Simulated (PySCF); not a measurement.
## Ionisation energy of Br(2+) by level of theory

Br(2+) [Ar] 3d10 4s2 4p3 (4S) → Br(3+) [Ar] 3d10 4s2 4p2 (3P), as a difference of total energies. All numbers are calculated (PySCF 2.14, scalar relativity by spin-free X2C-1e, in x2c-SVPall (5s4p3d, 32 functions)). Correlated levels: valence: [Ar] 3d10 frozen. The calculations carry no spin-orbit coupling.

```tsv
method	ionisation energy (eV)	difference from reference (eV)
UHF	34.606	-0.265
PBE	35.129	+0.258
M06-2X	35.011	+0.140
MP2 (valence)	34.978	+0.107
SCS-MP2 (valence)	34.843	-0.028
CCSD (valence)	34.923	+0.052
CCSD(T) (valence)	34.927	+0.056
```

Reference: 34.871 ± 0.019 eV (measured; NIST Atomic Spectra Database, ionization energies).

The reference lies between the lowest fine-structure levels, while these numbers refer to the centres of the terms.

Errors of the correlated levels include the incompleteness of this basis and the frozen core.
